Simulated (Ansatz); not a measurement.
`[AlH2][SiH]1C[SiH2]1` + `[OH][GaH2]` → `[AlH2][O][GaH2]` + `C1[SiH2][SiH2]1` at 400 K and 1 bar (cleavage of the Al–Si bond).

Computed with Ansatz on PBE0-D4/def2-TZVP structures; ΔE is electronic, products minus reactants. CBS: MP2 limit from def2 TZ/QZ plus the TZ coupled-cluster correction, frozen cores. For Ga outer-core shells are correlated without core-valence functions, which leaves a few kJ/mol of doubt a bond. Scalar relativity is left out up to krypton.

| species | CCSD(T)/CBS energy (Eh) | H − E (kJ/mol) | S (J/(mol·K)) |
| --- | --- | --- | --- |
| `[AlH2][SiH]1C[SiH2]1` | -862.39024 | 208.3 | 382.0 |
| `[OH][GaH2]` | -2000.92981 | 89.0 | 281.3 |
| `[AlH2][O][GaH2]` | -2243.58748 | 109.3 | 356.0 |
| `C1[SiH2][SiH2]1` | -619.77066 | 180.7 | 317.8 |

H − E and S are ideal-gas, rigid-rotor, harmonic terms from PBE0-D4/def2-TZVP, for one conformer and one mirror image of each species. 1 Eh = 2625.50 kJ/mol, R = 8.31446 J/(mol·K).

Problem. By hand: ΔE, ΔH, ΔS and ΔG.

Solution. ΔE = (-2243.58748) + (-619.77066) − (-862.39024) − (-2000.92981) = -0.03809 Eh = -100.0 kJ/mol. Δ(H − E) = 109.3 + 180.7 − 208.3 − 89.0 = -7.3, so ΔH = -107.3 kJ/mol. ΔS = 356.0 + 317.8 − 382.0 − 281.3 = 10.5 J/(mol·K). ΔG = -107.3 − 400 × (10.5)/1000 = -111.5 kJ/mol.

Problem. By hand: the equilibrium constant, and the temperature at which ΔG would vanish if ΔH and ΔS stayed fixed.

Solution. log₁₀ K = −ΔG/(RT ln 10) = 14.6. ΔH and −TΔS have one sign here, so there is no such temperature.

The number of gas molecules stays the same, so ΔS is small and ΔH decides. A doubt of 5 kJ/mol in ΔE shifts log₁₀ K by 0.7 here. Other conformers and mirror images would add mixing entropy, several J/(mol·K) or more a flexible species. These are equilibria of isolated gas molecules and say nothing of rates. Largest T1 diagnostic: 0.015 (customary marks: 0.02 for closed shells, 0.045 for open ones).

ΔS is within the doubt of such terms, so its sign, and with it that verdict, could turn.
